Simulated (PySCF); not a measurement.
P: excitation energy

P [Ne] 3s2 3p3 (4S) → P [Ne] 3s2 3p2 4s1 (4P), as a difference of total energies. All numbers are calculated (PySCF 2.14, the non-relativistic Hamiltonian (point nucleus), in aug-cc-pV(D+d)Z (5s4p3d, 32 functions)). Correlated levels: valence: [Ne] frozen. The calculations carry no spin-orbit coupling.

```csv
method,excitation energy (cm⁻¹)
UHF,56718
MP2 (valence),58194
SCS-MP2 (valence),57548
CCSD (valence),57444
CCSD(T) (valence),57400
CCSDT (valence),57308
```

Errors of the correlated levels include the incompleteness of this basis and the frozen core.

The promoted electron is Rydberg-like, and one or two diffuse shells describe it only roughly, which tends to raise the upper state.

Which method comes closest to the reference value, and which is furthest?

The reference is 56190 cm⁻¹ (measured; NIST levels, between the centres of gravity of the two terms). Closest: UHF (error 528.51 cm⁻¹); furthest: MP2 (valence) (error 2004.0 cm⁻¹).
